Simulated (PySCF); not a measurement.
Sb(Br)(OH)2 (BrH2O2Sb), SMILES [OH][Sb]([OH])[Br].

The structure is a stationary point at PBE-D3(BJ)/def2-SVP. The structure was generated by enumeration; whether it is a known compound was not checked. The def2 effective core potentials stand for the cores of Sb; spin–orbit coupling is left out. One conformer was computed; it need not be the lowest.

Level of theory: PBE-D3(BJ)/def2-SVP run with PySCF 2.14.0.

Frequencies are harmonic and unscaled.

Computed harmonic wavenumbers and intensities:
| mode | ν (cm⁻¹) | IR (km/mol) | moving atoms (share of kinetic energy) |
|---|---|---|---|
| 1 | 86 | 16.5 | O 67 %, H 21 %, Br 8 % |
| 2 | 134 | 12.4 | O 71 %, H 12 %, Br 11 % |
| 3 | 166 | 29.1 | O 66 %, Sb 15 %, Br 10 %, H 9 % |
| 4 | 231 | 25.1 | Br 55 %, Sb 41 % |
| 5 | 262 | 56.8 | H 95 % |
| 6 | 327 | 109.0 | H 74 %, O 24 % |
| 7 | 585 | 81.1 | O 86 %, Sb 13 % |
| 8 | 595 | 71.4 | O 88 %, Sb 11 % |
| 9 | 831 | 71.0 | H 92 % |
| 10 | 845 | 70.9 | H 92 % |
| 11 | 3662 | 70.2 | H 94 % |
| 12 | 3664 | 45.3 | H 94 % |
